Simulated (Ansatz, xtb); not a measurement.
# HNOSn: where a starting geometry ends

The starting geometry of this gas-phase singlet has its atoms placed at random.

```xyz
4

N    -1.4307    0.3956   -1.0366
O     0.8809    0.4245   -1.2357
Sn   -0.4077   -0.6484    0.5686
H     1.1841   -0.1933    1.0488
```

Task: One run relaxed it with r2SCAN-D4/def2-SVP. What is a likely outcome?

Result: It ends as a structure given below by its coordinates. Contacts that close: N1–O2 (2.32 → 1.20 Å).

The energy falls by 5.99 eV over 15 steps:

```tsv
step	E − E(last) (eV)
1	5.986
3	3.404
4	2.181
6	0.926
7	0.471
9	0.105
10	0.036
12	0.008
13	0.001
15	0.000
```

Final geometry (Å):

```xyz
4

N    -0.6308    0.7989   -0.8731
O     0.1070    0.1189   -1.5365
Sn   -0.3055   -0.9586    0.5742
H     1.0560    0.0192    1.1806
```

From the same start GFN2-xTB reaches the same bonding as this run.

From so rough a start the end depends on the optimiser's path, so another program may land elsewhere. No frequencies were run, so the end isn't proven a minimum. Atoms past krypton carry core potentials, without spin–orbit terms. Run with Ansatz 0.2.0, 16 s on 1 thread of Intel(R) Xeon(R) 6975P-C (Granite Rapids) (shared host).
